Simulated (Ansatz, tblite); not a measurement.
Spin states of Li₃N, each relaxed with PBE0-D4/def2-TZVP in Ansatz. Electronic energies in the gas phase.

The xTB rows come from tblite. LC-ωPBE has ω = 0.4 bohr⁻¹. B3LYP takes the VWN-RPA correlation. Correlated methods freeze 1 core orbital; core or outer-core shells of Li are correlated, in sets that lack core-valence functions. The structure comes from a short search, and lower isomers may exist.

Singlet geometry (D3h within 0.1 Å):

Cartesian coordinates in Å:
```
Li -0.014 -1.170 -1.259
Li 0.095 1.673 -0.383
Li -0.096 -0.502 1.641
N 0.016 -0.001 0.001
```

Triplet geometry (D3h within 0.1 Å):

```xyz
4

Li   -1.697    0.622   -0.108
Li    0.329   -1.605    0.771
Li    1.369    0.983   -0.663
N     0.000    0.000    0.000
```

Quintet geometry (C2v within 0.1 Å):

```xyz
4

Li   -1.074   -0.807    0.612
Li   -1.036    1.281   -1.188
Li    1.676   -0.799    0.824
N     0.434    0.325   -0.248
```

⟨S²⟩: triplet 2.00 at PBE0-D4/def2-TZVP (pure 2.00), quintet 6.01 at PBE0-D4/def2-TZVP (pure 6.00).

Run but left out: HF/STO-3G (singlet: restricted singlet, unstable in another Hartree–Fock run and untested here); HF/def2-TZVP, HF/def2-TZVPP (singlet: restricted singlet, unstable towards broken spin symmetry).

Only these spin states were relaxed. The triplet has other bonds than the singlet, so the gap mixes isomer and spin. The quintet has other bonds than the singlet, so the gap mixes isomer and spin.

```json
{"level": "GFN1-xTB", "triplet − singlet (kJ/mol)": "262.6", "quintet − singlet (kJ/mol)": "483.1", "lowest of these": "singlet", "remarks": "–"}
{"level": "GFN2-xTB", "triplet − singlet (kJ/mol)": "191.1", "quintet − singlet (kJ/mol)": "508.5", "lowest of these": "singlet", "remarks": "–"}
{"level": "LDA (SPW92)/def2-TZVP", "triplet − singlet (kJ/mol)": "114.2", "quintet − singlet (kJ/mol)": "388.6", "lowest of these": "singlet", "remarks": "–"}
{"level": "PBE-D4/def2-TZVP", "triplet − singlet (kJ/mol)": "80.1", "quintet − singlet (kJ/mol)": "315.7", "lowest of these": "singlet", "remarks": "–"}
{"level": "r2SCAN-D4/def2-TZVP", "triplet − singlet (kJ/mol)": "62.0", "quintet − singlet (kJ/mol)": "281.4", "lowest of these": "singlet", "remarks": "–"}
{"level": "B3LYP-D4/def2-TZVP", "triplet − singlet (kJ/mol)": "67.5", "quintet − singlet (kJ/mol)": "301.9", "lowest of these": "singlet", "remarks": "–"}
{"level": "PBE0-D4/def2-TZVP", "triplet − singlet (kJ/mol)": "56.6", "quintet − singlet (kJ/mol)": "264.1", "lowest of these": "singlet", "remarks": "–"}
{"level": "LC-ωPBE/def2-TZVP", "triplet − singlet (kJ/mol)": "63.7", "quintet − singlet (kJ/mol)": "254.5", "lowest of these": "singlet", "remarks": "–"}
{"level": "ωB97X-V/def2-TZVP", "triplet − singlet (kJ/mol)": "76.0", "quintet − singlet (kJ/mol)": "286.7", "lowest of these": "singlet", "remarks": "–"}
{"level": "PBE-QIDH/def2-TZVP", "triplet − singlet (kJ/mol)": "75.3", "quintet − singlet (kJ/mol)": "273.0", "lowest of these": "singlet", "remarks": "–"}
{"level": "RPA@PBE/def2-TZVP", "triplet − singlet (kJ/mol)": "44.3", "quintet − singlet (kJ/mol)": "253.8", "lowest of these": "singlet", "remarks": "–"}
{"level": "MP2/def2-TZVP", "triplet − singlet (kJ/mol)": "121.4", "quintet − singlet (kJ/mol)": "332.9", "lowest of these": "singlet", "remarks": "restricted SCF unstable (singlet)"}
{"level": "MP2/def2-TZVPP", "triplet − singlet (kJ/mol)": "130.1", "quintet − singlet (kJ/mol)": "343.2", "lowest of these": "singlet", "remarks": "restricted SCF unstable (singlet)"}
{"level": "CCSD/def2-TZVPP", "triplet − singlet (kJ/mol)": "64.1", "quintet − singlet (kJ/mol)": "254.2", "lowest of these": "singlet", "remarks": "large T1 (0.032) (singlet), restricted SCF unstable (singlet)"}
{"level": "CCSD(T)/def2-TZVPP", "triplet − singlet (kJ/mol)": "83.6", "quintet − singlet (kJ/mol)": "288.9", "lowest of these": "singlet", "remarks": "large T1 (0.032) (singlet), restricted SCF unstable (singlet)"}
```

Change of the quintet − singlet gap on mixing in exact exchange, in kJ/mol: PBE to PBE0 (25 % exact exchange) -51.6.

The xTB methods have no term that favours high spin, so they put low spin too low.
